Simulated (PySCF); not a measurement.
# How methods differ on the ionisation energy of Ge¹⁹⁺

Ge¹⁹⁺ [Ne] 3s2 3p1 (2P) → Ge²⁰⁺ [Ne] 3s2 (1S), as a difference of total energies. Computed with PySCF 2.14 in an uncontracted even-tempered set (17 s from 1.5 bohr⁻², ratio 2.5; 11 p from 2 bohr⁻², ratio 2.5; 5 d from 9.5 bohr⁻², ratio 2.7; 4 f from 14 bohr⁻², ratio 2.7), with no relativity, point nucleus. Correlated levels: outer shells: 1s2 frozen; virtual orbitals above 40 to 60 times the deepest correlated orbital energy dropped. The calculations carry no spin-orbit coupling.

```csv
method,ionisation energy (eV)
UHF,740.24
MP2 (outer shells),740.74
SCS-MP2 (outer shells),740.63
CCSD (outer shells),740.72
CCSD(T) (outer shells),740.73
```

Problem. How much does correlation contribute at CCSD(T) (outer shells)?

Solution. 740.73 − (740.24) = 0.49 eV, measured against UHF.

A first-order spin-orbit estimate (lowest level to lowest level, LS coupling) adds 4.058 eV.

All relativistic terms are absent from these numbers, so their closeness to the reference says little about the methods.

For comparison: 744 ± 3 eV (semi-empirical (NIST evaluation); NIST Atomic Spectra Database, ionization energies).
